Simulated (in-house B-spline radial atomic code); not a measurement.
**RPBE excitations of N⁵⁺**

Method: RPBE. Computed with an all-electron radial atomic-structure program (B-spline basis): linear response of the closed shell 1s2 with the functional's adiabatic kernel; non-relativistic, point nucleus, no spin-orbit coupling, no double excitations, S, P, D and F terms only.

Command:
```bash
python run_td.py task.json out
```
Settings (radii: box in bohr, nucleus in fm):
```
Z                        7
electrons                2
configuration            1s2
hamiltonian              nr
method                   rpbe,pbe
box_radius               16.35
intervals                47
```

Time taken, with all properties: 0.1 s on 1 thread of Arm Neoverse N1 (shared host).

The lowest states, in the order of their Tamm-Dancoff energies; the method's threshold (minus the highest occupied level) is 511.53 eV. Labels give the largest channel, * marks a mixed state, and oscillator strengths are full-response dipole values. Semilocal kernels can invert the small singlet-triplet splittings of Rydberg terms. Energies in eV:

```json
{"state": "1s → 2s 3S", "full response": "404.51", "Tamm-Dancoff": "404.53", "oscillator strength": "-"}
{"state": "1s → 2s 1S", "full response": "410.65", "Tamm-Dancoff": "410.77", "oscillator strength": "-"}
{"state": "1s → 2p 3P", "full response": "411.98", "Tamm-Dancoff": "412.01", "oscillator strength": "-"}
{"state": "1s → 2p 1P", "full response": "416.03", "Tamm-Dancoff": "416.05", "oscillator strength": "0.595"}
{"state": "1s → 3s 3S", "full response": "468.31", "Tamm-Dancoff": "468.32", "oscillator strength": "-"}
{"state": "1s → 3s 1S", "full response": "469.74", "Tamm-Dancoff": "469.77", "oscillator strength": "-"}
{"state": "1s → 3p 3P", "full response": "470.60", "Tamm-Dancoff": "470.61", "oscillator strength": "-"}
{"state": "1s → 3p 1P", "full response": "471.58", "Tamm-Dancoff": "471.58", "oscillator strength": "0.117"}
{"state": "1s → 3d 3D", "full response": "?", "Tamm-Dancoff": "?", "oscillator strength": "-"}
{"state": "1s → 3d 1D", "full response": "?", "Tamm-Dancoff": "?", "oscillator strength": "-"}
{"state": "1s → 4s 3S", "full response": "488.10", "Tamm-Dancoff": "488.10", "oscillator strength": "-"}
{"state": "1s → 4s 1S", "full response": "488.66", "Tamm-Dancoff": "488.67", "oscillator strength": "-"}
{"state": "1s → 4p 3P", "full response": "489.03", "Tamm-Dancoff": "489.03", "oscillator strength": "-"}
{"state": "1s → 4p 1P", "full response": "489.42", "Tamm-Dancoff": "489.43", "oscillator strength": "0.0443"}
{"state": "1s → 4d 3D", "full response": "489.75", "Tamm-Dancoff": "489.75", "oscillator strength": "-"}
{"state": "1s → 4d 1D", "full response": "489.77", "Tamm-Dancoff": "489.77", "oscillator strength": "-"}
```

(1) Where does 1s → 3d 1D lie?

(2) Where does 1s → 3d 3D lie?

(3) How large is the singlet-triplet splitting of 1s → 2s (S terms) in Tamm-Dancoff?

(4) What polarisabilities and dispersion coefficient does the method give?

## Answers

(1) At 472.63 eV in full response, 472.63 eV in Tamm-Dancoff.

(2) At 472.59 eV in full response, 472.59 eV in Tamm-Dancoff.

(3) 6.24 eV, from the unrounded values.

(4) Dipole 0.004784 bohr³, quadrupole 0.0004099 bohr⁵, C6 0.0003127 hartree·bohr⁶ for two such species.
